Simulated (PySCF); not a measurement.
Compound: C9H8FP.
Bonds: C1–C2, C2–P3, P3–C4, C4–C5 (aromatic), C5–C6 (aromatic), C6–C7 (aromatic), C7–C8 (aromatic), C8–C9 (aromatic), C9–C10, C10–F11, C2–C10 (double), C4–C9 (aromatic). Hydrogens: H12, H13, H14 on C1; H15 on P3; H16 on C5; H17 on C6; H18 on C7; H19 on C8.

Probes without a nucleus sit at each ring's centroid and 1 Å off its mean plane on both sides; NICS is minus the shielding there, NICSzz its component along the normal. Level: GIAO PBE0/pcSseg-1 (PySCF, non-relativistic, gas phase) on the GFN2-xTB geometry, one conformer.

Rings: 1. C2–P3–C4–C9–C10; 2. C4–C5–C6–C7–C8–C9.

| set | NICS(0) | NICS(1), two faces | NICS(1)zz, two faces |
| --- | --- | --- | --- |
| P | -8.4 | -11.2 / -11.2 | -28.0 / -27.6 |
| Q | -3.9 | -4.2 / -4.1 | -3.5 / -4.4 |

Question: Which set (ppm) belongs to which ring?

Answer: P = 2, Q = 1.
- 1 (5-membered ring with P; bonds drawn aromatic by RDKit's count): mean NICS(1)zz -3.9 ppm, shielded. A hydrogen on P3, outside the ring, lies 1.85 Å from a NICS(1) probe.
- 2 (6-membered carbocycle; formal bonds all aromatic): mean NICS(1)zz -27.8 ppm, shielded, aromatic by this magnetic criterion (flat ring, no four-coordinate atom), though in fused rings the probe also feels the neighbouring ring.

Question: How do the rings differ in shape?

Answer: 
| ring | bond lengths (Å) | rms pucker (Å) | HOMA | nearest outside atom to a NICS(1) probe (Å) |
| --- | --- | --- | --- | --- |
| 1 | 1.828, 1.823, 1.405, 1.445, 1.345 | 0.03 | -0.05 | hydrogen 1.85 |
| 2 | 1.383, 1.387, 1.388, 1.384, 1.387, 1.405 | 0.00 | 0.99 | hydrogen 2.65 |

HOMA = 1 − mean of α(R − Ropt)² over the ring bonds, with Krygowski's 1993 parameters (CC: Ropt 1.388 Å, α 257.7 Å⁻²; CP: Ropt 1.698 Å, α 118.91 Å⁻²).
